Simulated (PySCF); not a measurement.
Exercise with solution: oscillator strength and radiative lifetime

dimethyl carbonate (C3H6O3), SMILES COC(=O)OC.

Coordinates come from a PBE0-D3(BJ)/def2-SVP optimisation.

TDA-PBE/def2-SVPD run with PySCF puts the first singlet state with f over 0.02 at 6.72 eV (vertical), with the transition dipole (-0.349, 0.000, 0.000) in atomic units.

**Question.** Find the oscillator strength, the wavelength and the radiative lifetime that this transition would have in vacuum if emission retraced absorption.

**Answer.** 
|μ|² = 0.1218 au, so |μ| = 0.89 D. ΔE = 6.72/27.211 = 0.2470 hartree. f = (2/3) ΔE |μ|² = 0.020 (the program prints 0.020).
λ = 1239.84/6.72 = 184 nm; ν = 54200 cm⁻¹.
Einstein's coefficient A = 0.6670 ν² f s⁻¹ (ν in cm⁻¹) = 3.9e7 s⁻¹, so τ = 1/A = 25 ns. This state is S1. The figure is the radiative limit of this one transition; relaxation, internal conversion, crossing to triplets and a medium change what is measured.
